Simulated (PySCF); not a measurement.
Isomers C6H11B:

A. `C=C/C=C\B(C)C`
B. `B[C@@H]1C[C@@H]1C1CC1`
C. `C=CCBC1CC1`

Spectrum 1. ¹³C{¹H} NMR (computed): δ 35.6 (CH), 24.9 (CH), 23.2 (CH2), 14.6 (CH), 8.3 (CH2), 5.9 (CH2).

Spectrum 2. ¹³C{¹H} NMR (computed): δ 158.1 (CH), 145.5 (CH), 145.0 (CH), 131.8 (CH2), 17.1 (CH3).

Spectrum 3. ¹³C{¹H} NMR (computed): δ 147.6 (CH), 120.5 (CH2), 39.6 (CH2), 12.9 (CH), 11.2 (CH2).

Level of theory: J couplings at B3LYP/pcJ-1 (spin–dipole term left out of most H,H and C,H couplings), σ from GIAO-PBE0/pcSseg-1, PBE0-D3(BJ)/def2-SVP geometry, in PySCF 2.14 (non-relativistic, isolated molecule, single conformer, one averaged value for each set of equivalent atoms).

Shifts are taken against calculated references (same method and geometry level): TMS for ¹³C (σref 184.41). Carbons bonded to boron are broad in practice. Shifts are as computed. Against solution values, carbons near 30 ppm lie about +2 ppm off and those near 130 ppm about +5 ppm. Of 1309 compounds with measured shifts, 239 miss one by over three times the rms of a fit or turn the order of signals round; such compounds aren't used in these exercises.

Question: Which spectrum belongs to which compound?

Answer: 1–B, 2–A, 3–C.

- Spectrum 1 (B): 6 ¹³C signals; δC 35.6 is a three-membered-ring carbon; δC 24.9 is a three-membered-ring carbon.
- Spectrum 2 (A): 5 ¹³C signals; δC 158.1 is an alkene CH; δC 145.5 is an alkene CH.
- Spectrum 3 (C): 5 ¹³C signals; δC 147.6 is an alkene CH; δC 120.5 is a terminal =CH2 carbon.
